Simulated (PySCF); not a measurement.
Shieldings and the share of exact exchange

Molecule: `C1C[B@H-]([NH3+])O1`, C₂H₈BNO.

Bonds (- single, = double, # triple, : aromatic): N1-B2 1.660 Å, B2-C3 1.625 Å, C3-C4 1.538 Å, C4-O5 1.424 Å, O5-B2 1.454 Å. N1 carries H6, H7, H8; B2 carries H9; C3 carries H10, H11; C4 carries H12, H13. Formal charges: N1 +1, B2 -1. Stereochemistry as in [NH3+][B@H-]1CCO1. H10, H12 are cis to N1 on the ring; H11, H13 are trans to N1 on the ring.

GIAO shieldings (ppm, equivalent atoms averaged) in PySCF 2.14.0 with density-fitted response routines on the PBE0-D3(BJ)/def2-SVP geometry, basis pcSseg-2, gas phase, non-relativistic:

```csv
functional,exact exchange (%),σ(B2),σ(C4),σ(O5)
BLYP,0,88.1,98.5,251.0
BP86,0,91.6,103.9,261.4
PBE,0,91.0,103.9,258.2
B3LYP,20,93.0,106.0,269.9
PBE0,25,96.8,112.6,279.2
BHandHLYP,50,99.4,115.3,288.7
HF,100,109.7,129.1,311.6
```

Q: Fit each shielding as a line in the percentage of exact exchange.

A: σ(B2) = 90.3 + 0.19 x (rms 1.3 ppm); σ(C4) = 102.4 + 0.27 x (rms 2.2 ppm); σ(O5) = 258.8 + 0.55 x (rms 4.2 ppm). The functionals also differ in their semilocal parts, which the line can't hold; Hartree–Fock has no correlation at all.

Q: What does the line predict for mPW1PW91 (25 %), and what does the run give?

A: σ(B2): 95.0 predicted, 96.7 computed; σ(C4): 109.2 predicted, 111.9 computed; σ(O5): 272.6 predicted, 279.4 computed ppm.
